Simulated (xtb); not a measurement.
xtb input (GFN2-xTB):

```bash
xtb mol.xyz --gfn 2 --sp --chrg 1 --uhf 0
```
mol.xyz:
```
12

C      2.04605005    -0.50217542     0.41253154
Si     0.34906791     0.15558011     0.13115875
S      0.17681207     1.39116225    -1.56224422
S     -0.65108276     0.66907904     1.90618325
S     -0.70244343    -1.85780372    -0.69036358
H      2.68162028     0.31469546     0.76207945
H      2.05160866    -1.28704925     1.17084364
H      2.47267018    -0.89712118    -0.51100274
H     -0.97284659     1.97711174    -1.18084490
H     -1.66079856     1.33018069     1.31073047
H     -1.95230903    -1.36774465    -0.80424416
H     -0.95577004    -2.47414263     0.48381914
```

End of the output:

```
         :::::::::::::::::::::::::::::::::::::::::::::::::::::
         ::                     SUMMARY                     ::
         :::::::::::::::::::::::::::::::::::::::::::::::::::::
         :: total energy             -16.770396637997 Eh    ::
         :: gradient norm              0.028961934733 Eh/a0 ::
         :: HOMO-LUMO gap              3.961322826164 eV    ::
         ::.................................................::
         :: SCC energy               -16.895412952132 Eh    ::
         :: -> isotropic ES            0.118735759191 Eh    ::
         :: -> anisotropic ES         -0.001844357076 Eh    ::
         :: -> anisotropic XC          0.003125279052 Eh    ::
         :: -> dispersion             -0.009864049769 Eh    ::
         :: repulsion energy           0.125016314135 Eh    ::
         :: add. restraining           0.000000000000 Eh    ::
         :: total charge               1.000000000000 e     ::
         :::::::::::::::::::::::::::::::::::::::::::::::::::::

           -------------------------------------------------
          |                Property Printout                |
           -------------------------------------------------

    * Orbital Energies and Occupations

         #    Occupation            Energy/Eh            Energy/eV
      -------------------------------------------------------------
         1        2.0000           -0.9688202             -26.3629
       ...           ...                  ...                  ...
         4        2.0000           -0.8270183             -22.5043
         5        2.0000           -0.7289520             -19.8358
         6        2.0000           -0.7111124             -19.3504
         7        2.0000           -0.6933488             -18.8670
         8        2.0000           -0.6686051             -18.1937
         9        2.0000           -0.6636077             -18.0577
        10        2.0000           -0.6462107             -17.5843
        11        2.0000           -0.6425178             -17.4838
        12        2.0000           -0.6190739             -16.8459
        13        2.0000           -0.6093154             -16.5803
        14        2.0000           -0.6021315             -16.3848
        15        2.0000           -0.5670441             -15.4301
        16        2.0000           -0.5597265             -15.2309 (HOMO)
        17                         -0.4141506             -11.2696 (LUMO)
        18                         -0.4042025             -10.9989
        19                         -0.3895403             -10.5999
        20                         -0.3469788              -9.4418
        21                         -0.3365330              -9.1575
        22                         -0.3281856              -8.9304
        23                         -0.3139731              -8.5436
        24                         -0.2835174              -7.7149
        25                         -0.2444009              -6.6505
        26                         -0.2388390              -6.4991
        27                         -0.2301249              -6.2620
       ...                                ...                  ...
        47                          0.6427975              17.4914
      -------------------------------------------------------------
                  HL-Gap            0.1455759 Eh            3.9613 eV
             Fermi-level           -0.4869386 Eh          -13.2503 eV

     #   Z          covCN         q      C6AA      α(0)
     1   6 C        3.654    -0.215    25.120     7.196
     2  14 Si       3.434     0.548   102.822    19.817
     3  16 S        1.802    -0.192   149.182    20.558
     4  16 S        1.801    -0.198   149.473    20.578
     5  16 S        2.641    -0.067   143.830    20.185
     6   1 H        0.924     0.112     1.683     2.029
     7   1 H        0.924     0.106     1.727     2.055
     8   1 H        0.924     0.110     1.697     2.037
     9   1 H        0.922     0.193     1.136     1.666
    10   1 H        0.922     0.192     1.138     1.669
    11   1 H        0.922     0.202     1.087     1.630
    12   1 H        0.922     0.208     1.060     1.610

 Mol. C6AA /au·bohr⁶  :       3540.939740
 Mol. C8AA /au·bohr⁸  :     155704.608959
 Mol. α(0) /au        :        101.030662

Wiberg/Mayer (AO) data.
largest (>0.10) Wiberg bond orders for each atom

 ---------------------------------------------------------------------------
     #   Z sym  total        # sym  WBO       # sym  WBO       # sym  WBO
 ---------------------------------------------------------------------------
     1   6 C    3.985 --     2 Si   0.981     6 H    0.953     8 H    0.952
                             7 H    0.951
     2  14 Si   3.822 --     3 S    1.129     4 S    1.121     1 C    0.981
                             5 S    0.418
     3  16 S    2.258 --     2 Si   1.129     9 H    0.922
     4  16 S    2.253 --     2 Si   1.121    10 H    0.923
     5  16 S    2.463 --    11 H    0.948    12 H    0.946     2 Si   0.418
     6   1 H    0.988 --     1 C    0.953
     7   1 H    0.989 --     1 C    0.951
     8   1 H    0.988 --     1 C    0.952
     9   1 H    0.963 --     3 S    0.922
    10   1 H    0.963 --     4 S    0.923
    11   1 H    0.959 --     5 S    0.948
    12   1 H    0.957 --     5 S    0.946
 ---------------------------------------------------------------------------

Topologies differ in total number of bonds
Writing topology from bond orders to xtbtopo.mol

molecular dipole:
                 x           y           z       tot (Debye)
 q only:       -0.789      -0.825       0.126
   full:       -0.973      -0.983       0.119       3.528
molecular quadrupole (traceless):
                xx          xy          yy          xz          yz          zz
 q only:        5.755       0.042       3.871       2.571      -0.486      -9.625
  q+dip:        7.177      -0.308       4.687       3.132      -0.606     -11.864
   full:        7.070      -0.107       5.109       3.259      -0.467     -12.178

           -------------------------------------------------
Note: The following floating-point exceptions are signalling: IEEE_UNDERFLOW_FLAG IEEE_DENORMAL
normal termination of xtb
          | TOTAL ENERGY              -16.770396637997 Eh   |
          | GRADIENT NORM               0.028961934733 Eh/α |
          | HOMO-LUMO GAP               3.961322826164 eV   |
           -------------------------------------------------

------------------------------------------------------------------------
------------------------------------------------------------------------
 total:
 SCF:
```

It need not be the lowest isomer of its formula.
